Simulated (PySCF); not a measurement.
# Effect of structural changes

Computed, not measured: quadratic response CAM-B3LYP/aug-cc-pVDZ first hyperpolarisability, Taylor convention, gas phase (PySCF 2.14.0). Geometry: PBE0-D3(BJ)/def2-SVP.

Each molecule in one low-energy conformer.

Question: How does the norm of the vector part βᵢ = ⅓ Σⱼ (βᵢⱼⱼ + βⱼᵢⱼ + βⱼⱼᵢ) of the static first hyperpolarisability change along this series?
- Cc1ccc([SiH3])cc1C=O (H replaced by SiH3)
- Cc1cccc(C=O)c1C=O (H replaced by CHO)
- Cc1ccccc1C(=O)[SiH3] (H replaced by SiH3)
- Cc1ccncc1C=O (CH replaced by N)
- Cc1cccc(C=O)c1C (H replaced by CH3)

Answer: 
```tsv
molecule	static β vector norm (au)	static β HRS (au)	S1 (eV)
Cc1ccc([SiH3])cc1C=O	354	160	3.83
Cc1cccc(C=O)c1C=O	345	137	3.16
Cc1ccccc1C(=O)[SiH3]	626	244	3.17
Cc1ccncc1C=O	108	78	3.65
Cc1cccc(C=O)c1C	173	86	3.75
```
The norm of the vector part βᵢ = ⅓ Σⱼ (βᵢⱼⱼ + βⱼᵢⱼ + βⱼⱼᵢ) of the static first hyperpolarisability is lowest for Cc1ccncc1C=O and highest for Cc1ccccc1C(=O)[SiH3].
